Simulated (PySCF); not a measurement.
Al(H)(OH)(SH), H3AlOS, SMILES [SH][AlH][OH] (B3LYP/def2-SVP optimised geometry):

```
6

Al     0.366     0.218     0.000
H      1.942     0.218     0.000
O     -0.577    -1.201     0.000
H     -0.262    -2.109     0.002
S     -0.732     2.109     0.000
H     -1.942     1.498     0.000
```

Method: B3LYP/def2-TZVP run with PySCF.

Task: What are the frontier orbital energies and the dipole moment?

Result: HOMO-2 -9.19 eV, HOMO-1 -8.37 eV, HOMO -7.39 eV, LUMO -0.81 eV, LUMO+1 -0.42 eV; dipole moment 1.87 D.

On the same geometry PBE/def2-TZVP (PySCF 2.14.0) gives HOMO-2 -7.80 eV, HOMO-1 -7.29 eV, HOMO -6.44 eV, LUMO -1.35 eV, LUMO+1 -0.98 eV; dipole moment 1.80 D.

Meta-Löwdin charges at B3LYP/def2-TZVP: Al1 0.81, H2 -0.16, O3 -0.78, H4 0.35, S5 -0.34, H6 0.11.
